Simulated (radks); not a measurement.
Question: The molybdenum ion Mo3+, configuration [Kr] 4d2 7d1 (not the ground configuration). Method: Dirac Kohn-Sham, PBE, spin-unpolarised, spherical densities, point nucleus; open shells are shared between the two j in proportion to 2j + 1; computed with a radial shooting solver on a logarithmic mesh with Libxc functionals. Some entries of the table are withheld. Estimate them.

orbital,occ.,eigenvalue (eV),<r> (bohr),<1/r> (bohr^-1)
1s1/2,2,-19858.67,0.03517,43.55
2s1/2,2,-2843.681,0.1534,9.913
2p1/2,2,-2619.608,0.1308,9.888
2p3/2,4,-2513.053,0.1353,9.415
3s1/2,2,-521.7536,0.4285,3.392
3p1/2,2,-436.5180,0.4232,3.291
3p3/2,4,-418.9583,0.4337,3.177
3d3/2,4,-268.3834,(1),2.989
3d5/2,6,-265.0562,(2),2.959
4s1/2,2,-108.0122,1.088,1.257
4p1/2,2,-83.2240,1.176,1.146
4p3/2,4,-80.5578,1.202,1.116
4d3/2,0.8,-43.2961,1.516,0.8646
4d5/2,1.2,-42.9726,1.526,0.8582
7d3/2,0.4,(3),10.71,(4)
7d5/2,0.6,(5),10.72,(6)

Answer: 
(1) 3d3/2 <r> (bohr): 0.4129
(2) 3d5/2 <r> (bohr): 0.4163
(3) 7d3/2 eigenvalue (eV): -6.5422
(4) 7d3/2 <1/r> (bohr^-1): 0.1306
(5) 7d5/2 eigenvalue (eV): -6.5281
(6) 7d5/2 <1/r> (bohr^-1): 0.1307
